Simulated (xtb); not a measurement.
C₂H₄F₂OSi, SMILES FC(C([SiH3])=O)F. All values are semi-empirical tight-binding results from xtb (GFN2-xTB unless named), good for trends rather than for accurate numbers. The structure is a stationary point at GFN2-xTB. One conformer was computed; it need not be the lowest.

The geometry has at least one imaginary mode, so it is a saddle point at that level.

Computed properties:
The orbital gap is 2.51 eV, the dipole moment is 1.49 D and the static polarisability (D4 model) comes out as 59.5 bohr³. The solvation energy, GFN2-xTB/ALPB(water) is -0.6 kcal/mol. The solvation energy, GFN2-xTB/ALPB(toluene) is -3.1 kcal/mol.
